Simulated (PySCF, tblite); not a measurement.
A set of runs on `C#C/C=C/[SiH](C)C`; the geometry of each is named by its level. Settings lines and outputs come from a driver script.

Species: C6H10Si.
Atom-mapped SMILES: `[CH:1]#[C:2]/[CH:3]=[CH:4]/[SiH:5]([CH3:6])[CH3:7]` (hydrogens: H8 on C1; H9 on C3; H10 on C4; H11 on Si5; H12, H13, H14 on C6; H15, H16, H17 on C7)

Step 1: GFN2-xTB geometry optimisation, gas phase (tblite 0.8.0) (from a force-field or distance-geometry start)
```json
{"job": {"kind": "relax", "xc": "GFN2-xTB", "basis": "xTB"}, "charge": 0, "multiplicity": 1}
```
```
step      E/eV     max force
  0    -531.93845    1.295
  1    -531.97824    2.238
  2    -531.99423    1.780
...
 23    -532.05667    0.010
 24    -532.05668    0.014
 25    -532.05670    0.012
 26    -532.05671    0.011
 27    -532.05672    0.008
```

Energy lowered by 2.7 kcal/mol over 27 steps; largest atomic force 0.008 eV/Å at the end. «max force» is the largest atomic force in eV/Å.

On one thread of an Arm Neoverse N1, shared host with 64 logical CPUs at a one-minute load of 62, this took 0.3 s of wall time.

Step 2: GFN2-xTB harmonic vibrations, gas phase (tblite 0.8.0) (on the GFN2-xTB geometry)
```json
{"job": {"kind": "ir", "xc": "GFN2-xTB", "basis": "xTB"}, "charge": 0, "multiplicity": 1}
```
```
(table of modes left out)
```

45 modes from 28 to 3391 cm⁻¹ (unscaled, harmonic); zero-point energy 82.7 kcal/mol; all wavenumbers are real at this level.

The run took 0.98 s of wall time on one thread of an Arm Neoverse N1 (shared host).

Step 3: TDDFT B3LYP/def2-SVPD, vertical, gas phase, core orbitals frozen in the response (PySCF 2.14.0, density-fitted response routines) (on the GFN2-xTB geometry)
```json
{"job": {"kind": "uv", "xc": "B3LYP", "basis": "def2-SVPD", "nstates": 8, "ntriplets": 3}, "charge": 0, "multiplicity": 1}
```
```
...
Static polarisability (au): isotropic 105.200, principal 81.427 82.804 151.370
Singlet excitations
state   eV       nm        f      main configurations
  1   5.0647    244.8   0.00058   H-1->L 0.99
  2   5.2930    234.2   0.47410   H->L 0.90
  3   6.1746    200.8   0.00457   H->L+2 0.62, H-3->L 0.16
  4   6.2321    198.9   0.00508   H-3->L 0.62, H->L+2 0.16, H-4->L 0.15
  5   6.5074    190.5   0.04505   H-2->L 0.95
  6   6.6224    187.2   0.00702   H->L+1 0.86, H->L+3 0.10
  7   6.6590    186.2   0.00871   H-4->L 0.79, H-3->L 0.20
  8   6.8740    180.4   0.01562   H->L+3 0.71, H->L+2 0.17
Triplet excitations (Tamm-Dancoff, eV): 3.3548 4.7824 5.5937
```

HOMO -6.88 eV, LUMO -1.36 eV; lowest singlet 5.06 eV; lowest triplet 3.35 eV (Tamm–Dancoff); mean polarisability 105.2 au.

The run took 86 s wall (with the writing of density and orbital grids) on Arm Neoverse N1, one thread, no GPU, on a shared host, and the process peaked at 0.88 GiB of memory.

Geometry of the electronic-property runs (GFN2-xTB):
```
atom  x, y, z in Å
C1     4.1433    0.7201    1.1449
C2     2.9420    0.6989    1.1811
C3     1.5335    0.6664    1.2112
C4     0.7904    0.0789    0.2698
Si5   -1.0921    0.0143    0.2742
C6    -1.7416    0.8627   -1.3015
C7    -1.6465   -1.8068    0.2954
H8     5.1920    0.7412    1.1175
H9     1.0732    1.1561    2.0607
H10    1.3169   -0.3923   -0.5532
H11   -1.6008    0.7109    1.4690
H12   -1.3744    0.3715   -2.1983
H13   -2.8266    0.8425   -1.3393
H14   -1.4297    1.9018   -1.3474
H15   -2.7293   -1.8876    0.2867
H16   -1.2853   -2.3192    1.1822
H17   -1.2719   -2.3471   -0.5696
```

 (This holds for the electronic-property runs.)

One conformer stands for the species.
